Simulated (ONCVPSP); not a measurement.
# Building the ONCV potential for Te (Z = 52) (PBE, scalar-relativistic).

- Element: tellurium
- Generator: ONCVPSP 4.0.1
- Type: optimised norm-conserving Vanderbilt (ONCV)
- Functional: PBE
- Relativity: scalar-relativistic
- Frozen core: [Ar] 3d10
- Valence charge: 24
- Reference configuration: 4s2 4p6 4d10 5s2 5p3 (charge +1)
- Partial waves: 4s+5s: rc 1.15 bohr, ncon 3, nbas 7, qcut 6.7 1/bohr, 2 projectors; 4p+5p: rc 1.25 bohr, ncon 3, nbas 6, qcut 8.6 1/bohr, 2 projectors; 4d: rc 0.90 bohr, ncon 5, nbas 8, qcut 7 1/bohr, 2 projectors, debl 3.7 Ha
- Local potential: polynomial inside 0.65 bohr (lpopt 5, dvloc0 4 Ha)
- Core correction: polynomial model core, fcfact 0.65

Estimate the cutoffs (Ha) at which the residual kinetic energy of the hardest occupied pseudo-wave falls to 1 and 0.1 mHa per electron.

228 Ha and 273 Ha.

Does the potential have ghost states?

Ghosts flagged at negative energy: s at -14.3 eV; no localised positive-energy state flagged. A true bound ghost makes a file unfit for plane-wave use.

Which valence shell sets the plane-wave cutoff?

4d: 228 Ha for 1 mHa per electron, against 68 Ha for 4s.

Tests: 4s2 4p6 4d10 5s2 5p4; 4s2 4p6 4d10 5s2 5p2; 4s2 4p6 4d10 5s2 5p1; 4s2 4p6 4d10 5s0 5p6. Which has the largest error in its energy relative to the reference configuration, and how large is it?

4s2 4p6 4d10 5s0 5p6, with -9.7 meV (all-electron minus pseudo) on +8.97 eV.
